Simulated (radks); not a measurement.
Results of a calculation; reference values are marked as such.
Rb3+, 34 electrons, occupied as [Ar] 3d10 4s2 4p4 (the NIST ground configuration). Code: a radial shooting solver on a logarithmic mesh with Libxc functionals. Model: Dirac Kohn-Sham, B86b exchange with PBE correlation, spin-unpolarised, spherical densities, point nucleus; open shells fill j = l - 1/2 first.

Unscreened Slater integrals over Kohn-Sham orbitals (eV). Large and small components are both included. Empty in this configuration: 4d3/2.

| integral | value |
|---|---|
| F0(4p3/2,4p3/2) | 15.488 |
| F2(4p3/2,4p3/2) | 8.2071 |
| F0(4p3/2,4p1/2) | 15.620 |
| G2(4p3/2,4p1/2) | 8.2670 |
| F0(4p3/2,4s1/2) | 16.423 |
| G1(4p3/2,4s1/2) | 11.071 |
| F0(4p3/2,3d5/2) | 20.023 |
| F2(4p3/2,3d5/2) | 4.4383 |
| G1(4p3/2,3d5/2) | 1.4727 |
| G3(4p3/2,3d5/2) | 1.3870 |
| F0(4p3/2,4d3/2) | 12.790 |
| F2(4p3/2,4d3/2) | 6.2007 |
| G1(4p3/2,4d3/2) | 7.5350 |
| G3(4p3/2,4d3/2) | 4.6022 |
| F0(4p1/2,4p1/2) | 15.757 |
| F0(4p1/2,4s1/2) | 16.588 |
| G1(4p1/2,4s1/2) | 11.273 |
| F0(4p1/2,3d5/2) | 20.338 |
| G3(4p1/2,3d5/2) | 1.4418 |
| F0(4p1/2,4d3/2) | 12.858 |
| G1(4p1/2,4d3/2) | 7.4387 |
| F0(4s1/2,4s1/2) | 17.589 |
| F0(4s1/2,3d5/2) | 22.346 |
| G2(4s1/2,3d5/2) | 1.9273 |
| F0(4s1/2,4d3/2) | 13.265 |
| G2(4s1/2,4d3/2) | 5.1072 |
| F0(3d5/2,3d5/2) | 47.387 |
| F2(3d5/2,3d5/2) | 22.920 |
| F4(3d5/2,3d5/2) | 14.469 |
| F0(3d5/2,4d3/2) | 15.017 |
| F2(3d5/2,4d3/2) | 2.4066 |
| G2(3d5/2,4d3/2) | 0.87035 |
| G4(3d5/2,4d3/2) | 0.64293 |
| F0(4d3/2,4d3/2) | 11.198 |
| F2(4d3/2,4d3/2) | 5.7648 |
